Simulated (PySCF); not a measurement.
**Nuclear quadrupole coupling in `CCC(C)(C)O[SiH2]P`**

C5H15OPSi.
Geometry (GFN2-xTB, Å), atoms numbered from 1 in this order:
```
atom  x, y, z in Å
C1    -1.8999    0.5529    1.6917
C2    -1.4639    1.0735    0.3269
C3    -0.4856    0.1333   -0.4023
C4    -1.0894   -1.2522   -0.6250
C5    -0.0893    0.7481   -1.7453
O6     0.6544    0.0293    0.4231
Si7    2.0428   -0.7635    0.2848
P8     2.9410   -0.3019    2.2743
H9    -2.4428    1.3272    2.2284
H10   -1.0279    0.2743    2.2779
H11   -2.5494   -0.3132    1.5934
H12   -0.9574    2.0318    0.4600
H13   -2.3361    1.2373   -0.3083
H14   -2.0566   -1.1685   -1.1130
H15   -0.4260   -1.8446   -1.2504
H16   -1.2106   -1.7625    0.3257
H17   -0.9682    0.9026   -2.3648
H18    0.5993    0.0872   -2.2655
H19    0.4030    1.7038   -1.5841
H20    2.8456   -0.3134   -0.8631
H21    1.8884   -2.2183    0.1486
H22    3.5325    0.8867    1.8895
H23    4.0916   -1.0230    2.0205
```

Field gradients from the PBE0/pcSseg-1 density (PySCF, non-relativistic), principal values in atomic units, ordered |Vxx| ≤ |Vyy| ≤ |Vzz|:

```json
{"atom": "O6", "Vxx": "-0.5423", "Vyy": "-1.1201", "Vzz": "1.6625"}
```

Task: Find the asymmetry η = (Vxx − Vyy)/Vzz and the couplings χ = eQV/h (234.96 MHz × Q in barn × V in au), with Q(17O) = −0.0256 b.

Result: 
```csv
atom,environment,nucleus,η,χzz (MHz),χxx (MHz),χyy (MHz)
O6,silyl ether oxygen,17O,0.35,-10.00,3.26,6.74
```

The tensor is traceless: Vxx + Vyy + Vzz = 0.

Task: What is Vzz at O6 in SI units (1 au = 9.71736 × 10²¹ V/m²)?

Result: 1.6625 au = 16.155 × 10²¹ V/m².

Were the hydrogens deuterons (Q(2H) = 0.00286 b), χzz would run from 104 kHz (H20 and H21) to 213 kHz (H14, H9, H17, H11 and 1 more).

The structure is a single GFN2-xTB conformer in the gas phase; no vibrational or solvent corrections. GFN2-xTB bond lengths can be off by several hundredths of an ångström, more for odd bonds, and the gradients follow them. A larger basis could move these couplings by a tenth or more.
